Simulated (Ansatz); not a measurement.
`Cl[SiH2]I` + NH₃ → `N[SiH2]I` + HCl  (ligand exchange at the Si–Cl bond)

Isolated molecules relaxed with PBE0-D4/def2-TZVP in Ansatz; ΔE leaves out vibrations. CCSD(T)/CBS is the MP2 limit (def2-TZVPP, def2-QZVPP) plus CCSD(T) − MP2 in def2-TZVPP, frozen cores. This one scheme is used for every species. DFT in def2-TZVPP. Elements past krypton have def2 core potentials. For I outer-core shells are correlated without core-valence functions, which leaves a few kJ/mol of doubt a bond. Each species was taken in one conformer, which may not be the lowest.

| level | ΔE (kJ/mol) |
| --- | --- |
| r2SCANh-D4 | 34.9 |
| CAM-B3LYP-D4 | 29.5 |
| ωB97M-V | 34.0 |
| CCSD/def2-SVP | 27.4 |

Task: What does CCSD(T)/CBS give? (An estimate is asked.)

Result: Computed: +35.3 kJ/mol. The listed levels differ from it by -0.4, -5.8, -1.3, -7.9 kJ/mol.

Largest T1 diagnostic among the species: 0.009.

At CCSD(T), def2-SVP lies −7.7 kJ/mol from the extrapolated value and def2-TZVPP −4.0 kJ/mol. Leaving LDA and LC-ωPBE aside and taking each functional with its dispersion term where it has one, the values, not all of them listed here, spread over 8.3 kJ/mol, from CAM-B3LYP-D4 to B97M-V. LDA lies −8.3 kJ/mol from PBE without D4.
